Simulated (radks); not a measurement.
Values are calculated unless marked as measured or tabulated.
Coulomb parameter of the 3d shell of the scandium ion Sc+ in the model configuration [Ar] 3d1 4s1, as a second difference U = [E(n + 0.25) + E(n - 0.25) - 2 E(n)] / (0.25)^2 with all orbitals relaxed. "Bare": the charge of the atom changes with n. "Screened": the 4s shell takes up the change at fixed total charge, which measures U(3d,3d) + U(4s,4s) - 2 U(3d,4s). Code: a radial shooting solver on a logarithmic mesh with Libxc functionals. Model: Dirac Kohn-Sham, PBE, spin-unpolarised, spherical densities, point nucleus; open shells are shared between the two j in proportion to 2j + 1.

| case | configuration | E - E(n) (eV) |
|---|---|---|
| start | [Ar] 3d1 4s1 | 0.000 |
| bare +0.25 | [Ar] 3d1.25 4s1 | -2.158 |
| bare -0.25 | [Ar] 3d0.75 4s1 | 2.847 |
| screened +0.25 | [Ar] 3d1.25 4s0.75 | 0.005 |
| screened -0.25 | [Ar] 3d0.75 4s1.25 | 0.130 |

U(bare) = 11.020 eV, U(screened by 4s) = 2.158 eV.
